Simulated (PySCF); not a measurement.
## Orbital picture of KB⁺

BHandHLYP at R = 3.412 Å; PySCF, spin-free X2C with a Gaussian nucleus, basis sets K x2c-SVPall, B x2c-SVPall. State: ²Σ⁺ (doublet), unpaired electrons σ ↑. Only the outer orbitals are listed, counted within each symmetry.

```
spin  orbital  occ.  ε (eV)  on K (%)  main shells (%)
   α       5σ     1  -47.73       100          100 K s
   α       2π     1  -28.47       100          100 K p
   α       2π     1  -28.47       100          100 K p
   α       6σ     1  -28.44       100          100 K p
   α       7σ     1  -16.58         2           98 B s
   α       8σ     1  -11.07         5           94 B p
   α       3π     0   -5.48         7           93 B p
   α       3π     0   -5.48         7           93 B p
   α       9σ     0   -4.71        99           96 K s
   β       5σ     1  -47.72       100          100 K s
   β       2π     1  -28.47       100          100 K p
   β       2π     1  -28.47       100          100 K p
   β       6σ     1  -28.42       100          100 K p
   β       7σ     1  -15.07         1           98 B s
   β       8σ     0   -5.26        70   70 K s, 28 B p
   β       3π     0   -5.25         8           92 B p
   β       3π     0   -5.25         8           92 B p
```

Question: Which are the highest filled and the lowest empty level, where do they sit, and how wide is the gap?

Answer: Highest filled α 8σ at -11.07 eV (in %: 94 B p); lowest empty α 3π at -5.48 eV (in %: 93 B p); the gap at BHandHLYP is 5.59 eV.

- bond order (Mayer): 0.17
- ⟨S²⟩: 0.753
- charge on K (Mulliken, basis-dependent): 0.91
- charge on K (Löwdin, basis-dependent): 0.78
- dipole moment (positive dipole points towards B; it is taken about the centre of mass and depends on that origin): -2.27 D

The state was picked by a PBE0 search and need not be the measured ground state.
